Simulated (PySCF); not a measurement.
Ionisation energy of C²⁺ by level of theory

C²⁺ [He] 2s2 (1S) → C³⁺ [He] 2s1 (2S), as a difference of total energies. All numbers are calculated (PySCF 2.14, no relativity, point nucleus, in pcseg-2). Correlated levels: valence: 1s2 frozen. The calculations carry no spin-orbit coupling.

| method | ionisation energy (eV) |
| --- | --- |
| UHF | 45.837 |
| PBE0 | 47.104 |
| PBE | 47.166 |
| MP2 (valence) | 46.969 |
| SCS-MP2 (valence) | 47.196 |
| CCSD (valence) | 47.779 |

Errors of the correlated levels include the incompleteness of this basis and the frozen core.

With two correlated electrons CCSD is exact in that space.

The coupled-cluster amplitudes are large for C²⁺ (T1 above 0.03 or a double amplitude above 0.15), so a single reference is strained.

Which method comes closest to the reference value, and which is furthest?

The reference is 47.888 eV (measured; NIST Atomic Spectra Database, ionization energies). Closest: CCSD (valence) (error -0.109 eV); furthest: UHF (error -2.051 eV).
